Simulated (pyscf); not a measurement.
## H₃Si–PH–SiH₃, singlet

Gas-phase minimum from PySCF at ωB97X-D3(BJ)/def2-SVP, one conformer. 

```
P
H 1 1.4247
Si 1 2.2490 2 95.35
H 3 1.4903 1 109.20 2 -74.70
H 3 1.4910 4 109.39 1 117.20
H 3 1.4924 4 109.16 5 119.01
Si 1 2.2490 2 95.35 3 95.99
H 7 1.4903 1 109.20 2 74.79
H 7 1.4910 8 109.39 1 -117.20
H 7 1.4924 8 109.16 9 -119.00
```

Properties at ωB97X-D3(BJ)/def2-SVP:

```yaml
harmonic_wavenumbers_unscaled: 66, 114, 147, 456, 485, 489, 499, 573, 645, 748, 804, 903, 938, 948, 957, 962, 966, 2243, 2250, 2258, 2263, 2265, 2267, 2445 cm⁻¹
zero_point_energy: 38.2 kcal/mol
rotational_symmetry_number: 1
Entropy of this conformer at 298 K and 1 atm, rigid rotor and harmonic oscillator, modes under 100 cm⁻¹ raised to 100: 335.3 J/(mol K)
dipole_moment: 0.85 D
```

Single-point totals, which compare only within one level (frozen core for MP2 and CC):

| level | total energy (hartree) |
|---|---|
| ωB97X-D3(BJ)/def2-TZVP | -924.66246 |
| PBE/def2-TZVP | -924.09804 |
| r²SCAN/def2-TZVP | -924.48962 |
| B3LYP-D3(BJ)/def2-TZVP | -924.65968 |
| PBE0-D3(BJ)/def2-TZVP | -924.20226 |
| M06-2X/def2-TZVP | -924.49439 |
| ωB97M-D3(BJ)/def2-TZVP | -924.69800 |
| HF/def2-TZVPP | -922.71386 |
| MP2/def2-TZVPP | -923.13254 |
| CCSD/def2-TZVPP | -923.19577 |
| CCSD(T)/def2-TZVPP | -923.21442 |

Soft torsions are taken as harmonic, which can shift the entropy by several J/(mol K). The CCSD(T) − MP2 part came from Ansatz, without density fitting, on the same reference.
